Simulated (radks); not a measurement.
Q: Valence configurations of Pb II. All-electron calculation, Dirac Kohn-Sham, LDA (Slater exchange, Perdew-Wang correlation), spin-unpolarised, spherical densities, point nucleus; open shells fill j = l - 1/2 first. Program: a radial shooting solver on a logarithmic mesh with Libxc functionals. Order these by energy: [Xe] 4f14 5d9.5 6s2 6p1.5; [Xe] 4f14 5d9.5 6p3.5; [Xe] 4f14 5d10 6s0.5 6p2.5; [Hg] 6p1; [Xe] 4f14 5d10 6s1.5 6p1.5; [Xe] 4f14 5d9 6s2 6p2; [Xe] 4f14 5d10 6p3; [Xe] 4f13 5d10 6s2 6p2; [Xe] 4f13 5d9.5 6s2 6p2.5; [Xe] 4f12 5d9.5 6s2 6p3.5.

A: From the lowest, in eV above it: [Hg] 6p1 0.000; [Xe] 4f14 5d10 6s1.5 6p1.5 3.990; [Xe] 4f14 5d9.5 6s2 6p1.5 8.429; [Xe] 4f14 5d10 6s0.5 6p2.5 13.101; [Xe] 4f14 5d9 6s2 6p2 17.518; [Xe] 4f14 5d10 6p3 18.276; [Xe] 4f14 5d9.5 6p3.5 28.521; [Xe] 4f13 5d10 6s2 6p2 135.23; [Xe] 4f13 5d9.5 6s2 6p2.5 146.96; [Xe] 4f12 5d9.5 6s2 6p3.5 305.11. NIST lists [Hg] 6p1 as the ground configuration; this level of theory agrees among the configurations tried. The energies are those of spherical spin-averaged densities, not of single terms.
